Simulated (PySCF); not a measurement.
Electronic structure of Pt³⁺ (platinum, charge +3) at the UHF level

Configuration: [Xe] 4f14 5d7, high-spin 4F determinant. Computed with PySCF 2.14 in def2-QZVPPD with the def2 core potential (60 electrons) (7s5p4d4f2g, 88 functions), with scalar relativity through the core potential.

```json
{
 "Total energy": "-116.428012 hartree",
 "One-electron energy": "-186.7513 hartree",
 "Hartree (Coulomb) energy": "80.3223 hartree",
 "Exchange energy": "-9.9990 hartree",
 "⟨S²⟩": "3.7542",
 "⟨L²⟩": "12.047",
 "Sum of ⟨r⟩": "19.20 bohr",
 "Sum of ⟨r²⟩": "28.21 bohr²"
}
```

```
shell  electrons  mean orbital energy (hartree)  spread (hartree)  rms radius, mean of both spins (bohr)
 5s α          1                       -5.82507                 0                                   1.03
 5s β          1                       -5.64153                 0                                   1.03
 5p α          3                       -3.93407                 0                                   1.18
 5p β          3                       -3.68302                 0                                   1.18
 5d α          5                       -1.71178           0.04521                                   1.59
 5d β          2                       -1.61398                 0                                   1.59
```

Energies and moments cover only the electrons outside the core potential. Spin-orbit coupling, absent here, splits the open shell strongly.
